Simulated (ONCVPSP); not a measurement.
# Varying the ONCV potential for Ho (Z = 67)

Base potential:

| Item | Value |
| --- | --- |
| Element | Ho |
| Generator | ONCVPSP 4.0.1 |
| Type | optimised norm-conserving Vanderbilt (ONCV) |
| Functional | LDA (Perdew-Wang 92) |
| Relativity | scalar-relativistic |
| Frozen core | [Kr] 4d10 |
| Valence charge | 21 |
| Reference configuration | 4f11 5s2 5p6 6s1.75 6p0.25 |
| Partial waves | 5s+6s: rc 2.10 bohr, ncon 4, nbas 7, qcut 5.5 1/bohr, 2 projectors; 5p+6p: rc 3.05 bohr, ncon 5, nbas 9, qcut 5.5 1/bohr, 2 projectors; d scattering state at 0.07 Ha: rc 2.70 bohr, ncon 3, nbas 7, qcut 3.6 1/bohr, 2 projectors, debl 2.6 Ha; 4f: rc 0.80 bohr, ncon 4, nbas 9, qcut 21.6 1/bohr, 2 projectors, debl 0.4 Ha |
| Local potential | polynomial inside 0.75 bohr (lpopt 5, dvloc0 1 Ha) |
| Core correction | none |

In the d channel the program set the typed energies aside and used 0.050, 2.650 Ha.

All-electron outer shells of the reference configuration (LDA (PZ), scalar-relativistic, ld1.x):

```
shell  level (eV)  outermost node (bohr)  outermost maximum (bohr)
   4d     -159.39                   0.25                      0.52
   5s      -50.92                   0.62                      1.13
   5p      -26.39                   0.66                      1.29
   6s       -4.18                   1.54                      3.35
   4f       -3.74                      –                      0.52
   6p       -1.39                   1.89                      4.75
```

Cutoffs, loose and tight: the cutoffs (Ha) at which the residual kinetic energy of the hardest occupied pseudo-wave falls to 1 and 0.1 mHa per electron. They do not see the model core or the augmentation charge, which bear on the density cutoff. Test errors are all-electron minus pseudo excitation energies from the reference, over the configurations 4f11 5s2 5p6 6s2 6p0; 4f11 5s2 5p6 6s1 6p0; 4f11 5s2 5p6 6s0 6p0; 4f11 5s2 5p6 5d0.5 6s1.5 6p0. A dash means not determined; rows that change the core or the reference have their own tests.

A true bound ghost makes a file unfit for plane-wave use even where its test errors are small: the radial tests pick states by their node count and pass the ghost by.

```csv
change,outcome,"cutoff, loose","cutoff, tight",bound ghosts,GHOST(+) flags above zero,largest test error (meV)
base,"generated, projector energies reset by the program",194 Ha,224 Ha,"s, p",d,tests left out (the all-electron energies of this program are off by 10 to 40 meV for near-neutral 4f atoms)
"reference 4f11 5s2 5p6 6s2; wave 5p+6p: rc 3.05 bohr, ncon 5, nbas 9, qcut 5.5 1/bohr, 2 projectors becomes 5p: rc 3.05 bohr, ncon 5, nbas 9, qcut 5.5 1/bohr, 2 projectors, debl 2.1 Ha","generated, projector energies reset by the program",194 Ha,233 Ha,"s, p",d,tests left out (the all-electron energies of this program are off by 10 to 40 meV for near-neutral 4f atoms)
s: nproj 3,"generated, projector energies reset by the program",194 Ha,224 Ha,"s, p","s, d",tests left out (the all-electron energies of this program are off by 10 to 40 meV for near-neutral 4f atoms)
d: qcut 4.3,"generated, projector energies reset by the program",194 Ha,224 Ha,"s, p",d,tests left out (the all-electron energies of this program are off by 10 to 40 meV for near-neutral 4f atoms)
"all radii scaled by about 0.79 (s 1.66, p 2.42, d 2.14, f 0.64 bohr); local potential polynomial inside 0.60 bohr (lpopt 5, dvloc0 1 Ha)","generated, projector energies reset by the program",238 Ha,881 Ha,"s, p, d","s, f",tests left out (the all-electron energies of this program are off by 10 to 40 meV for near-neutral 4f atoms)
s: qcut 6.2,"generated, projector energies reset by the program",194 Ha,224 Ha,"s, p",d,tests left out (the all-electron energies of this program are off by 10 to 40 meV for near-neutral 4f atoms)
```

(1) What comes out with this change to the base: local potential polynomial inside 0.50 bohr (lpopt 5, dvloc0 3 Ha)?

## Answers

(1) outcome: generated, projector energies reset by the program; cutoff, loose: 194 Ha; cutoff, tight: 224 Ha; bound ghosts: s, p, d; GHOST(+) flags above zero: none; largest test error (meV): tests left out (the all-electron energies of this program are off by 10 to 40 meV for near-neutral 4f atoms).
